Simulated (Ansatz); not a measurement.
The same carbene extrusion along the group B, Al, Ga, In.

Calculated with Ansatz (gas phase, PBE0-D4/def2-TZVP geometries, no zero-point term in ΔE). CBS: MP2 limit from def2 TZ/QZ plus the TZ coupled-cluster correction, frozen cores. This one scheme is used for every species. Functionals use def2-TZVPP. Triplets are unrestricted, without spin–orbit coupling. Elements past krypton have def2 core potentials. For Ga, In outer-core shells are correlated without core-valence functions, which leaves a few kJ/mol of doubt a bond. Scalar relativity is left out up to krypton.

```csv
reaction,PBE-D4 (kJ/mol),PBE0-D4 (kJ/mol),ωB97X-V (kJ/mol),B2PLYP (kJ/mol)
`BNC` → `[CH2]` (triplet) + `BN`,414,404,417,397
`C[NH][AlH2]` → `[CH2]` (triplet) + `[NH2][AlH2]`,402,392,405,385
`C[NH][GaH2]` → `[CH2]` (triplet) + `[NH2][GaH2]`,406,395,407,388
`C[NH][InH2]` → `[CH2]` (triplet) + `[NH2][InH2]`,403,392,404,386
```

Problem. Give the CCSD(T)/CBS values in the same order. (Estimate.)

Solution. The calculation gave: 405, 392, 395, 394 kJ/mol.

Largest T1 diagnostic: 0.016, for `C[NH][InH2]`.
